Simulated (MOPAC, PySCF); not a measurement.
C2H6Si, SMILES `CC=[SiH2]`, neutral singlet in the gas phase. 

Z-matrix (Å, degrees):
```
C
H 1 1.0867
C 1 1.5003 2 115.64
H 3 1.0915 1 112.28 2 -179.95
H 3 1.0950 4 107.60 1 -122.70
H 3 1.0950 4 107.59 5 -114.59
Si 1 1.7088 2 116.96 3 -179.99
H 7 1.4724 1 122.09 2 -0.03
H 7 1.4747 8 115.67 1 179.97
```
Charge 0, multiplicity 1.

All levels are single points at this geometry (B3LYP-D3(BJ)/def2-TZVP); Pople sets use spherical d functions. Orbital energies aren't observables, and empty levels follow the basis.

B3LYP/3-21G in PySCF gives HOMO (eV) = -5.91.

Question: Estimate the HOMO (eV) from each of these levels: B3LYP-D3(BJ)/def2-TZVP in PySCF; PBE-D3(BJ)/def2-TZVP in PySCF; B3LYP/6-31G* in PySCF; M06-2X/6-31G* in PySCF; PM7 in MOPAC.

Answer: 
```tsv
level	HOMO (eV)
B3LYP-D3(BJ)/def2-TZVP in PySCF	-5.96
PBE-D3(BJ)/def2-TZVP in PySCF	-5.24
B3LYP/6-31G* in PySCF	-5.81
M06-2X/6-31G* in PySCF	-7.03
PM7 in MOPAC	-8.90
```
